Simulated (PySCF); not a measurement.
# Magnetic susceptibility: `C#CC/C=C\[C@H](C)N=C`, C8H11N

Cartesian coordinates in Å; atom numbers follow the order of the lines, from 1:
```xyz
20

C     2.7449    1.8431    0.1502
C     2.4062    0.7063    0.3069
C     1.9780   -0.6722    0.4680
C     1.2528   -1.1414   -0.7678
C    -0.0197   -0.9070   -1.0421
C    -0.9798   -0.1417   -0.1729
C    -1.8093   -1.1220    0.6673
N    -1.8788    0.5668   -1.0450
C    -1.9303    1.8139   -1.0170
H     3.0521    2.8379    0.0234
H     2.8592   -1.2956    0.6423
H     1.3309   -0.7394    1.3468
H     1.8546   -1.6912   -1.4782
H    -0.4607   -1.2823   -1.9544
H    -0.4319    0.5510    0.4890
H    -2.5072   -0.5776    1.2994
H    -2.3731   -1.7767    0.0086
H    -1.1557   -1.7236    1.2941
H    -2.6144    2.3174   -1.6850
H    -1.3229    2.4452   -0.3561
```

Level of theory: GIAO B3LYP/pcSseg-1 magnetisability, rotational g tensor and spin-rotation constants, non-relativistic, gas phase in PySCF 2.14.0. Geometry: GFN2-xTB.

Question: How diamagnetic is it, and how anisotropic?

Answer: Isotropic -1303 × 10⁻³⁰ J/T², or -78.4 × 10⁻⁶ cm³/mol; principal values -1457, -1233, -1217 × 10⁻³⁰ J/T², anisotropy 232 × 10⁻³⁰ J/T² (root of half the summed squared differences of the principal values). The susceptibility is in cgs units.

Question: Split it along the inertial axes a, b, c into diamagnetic and paramagnetic parts about the centre of mass, with the quadrupole moment.

Answer: 
| axis | χ (10⁻⁶ cm³/mol) | diamagnetic (10⁻⁶ cm³/mol) | paramagnetic (10⁻⁶ cm³/mol) | summed x² of all electrons (Å²) | quadrupole Θ (D Å) |
| --- | --- | --- | --- | --- | --- |
| a | -77.6 | -669.7 | 592.1 | 246.6 | -6.19 |
| b | -79.5 | -1236.7 | 1157.2 | 112.9 | +8.54 |
| c | -78.2 | -1525.0 | 1446.9 | 45.0 | -2.35 |

Anisotropies 2χaa − χbb − χcc = +2.4 and 2χbb − χaa − χcc = -3.3 × 10⁻⁶ cm³/mol. Θ is traceless in Buckingham's convention.

Question: And the rotational g tensor?

Answer: 
| axis | rotational constant (GHz) | g | nuclear part | electronic part |
| --- | --- | --- | --- | --- |
| a | 2.2652 | -0.0165 | 0.6136 | -0.6301 |
| b | 1.0626 | -0.0111 | 0.5665 | -0.5776 |
| c | 0.8489 | -0.0069 | 0.5702 | -0.5770 |

Asymmetric top; isotopes 12C, 1H, 14N; no vibrational averaging.
